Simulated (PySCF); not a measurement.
Br: excitation energy

Br [Ar] 3d10 4s2 4p5 (2P) → Br [Ar] 3d10 4s1 4p5 5s1 (4P), as a difference of total energies. Calculation: PySCF 2.14, in aug-cc-pVQZ-PP with ECP10MDF; a scalar-relativistic core potential. Correlated levels: valence: 3s2 3p6 3d10 frozen. The calculations carry no spin-orbit coupling.

```
           method  excitation energy (eV)
              UHF                  21.518
              LDA                  20.878
             PBE0                  21.082
           r2SCAN                  21.111
            M06-L                  21.260
             BP86                  20.677
            wB97X                  21.697
    MP2 (valence)                  19.993
SCS-MP2 (valence)                  19.766
```

Problem. Estimate what PBE gives.

Solution. 20.619 eV, closest to BP86 among the rows shown.

Problem. Estimate what B2PLYP gives.

Solution. 20.496 eV, closest to BP86 among the rows shown.

The upper state lies above the first ionisation limit, where it may autoionise and the basis confines it. A Rydberg-like electron needs more diffuse functions than a valence basis has.

The promoted electron is Rydberg-like, and one or two diffuse shells describe it only roughly, which tends to raise the upper state.
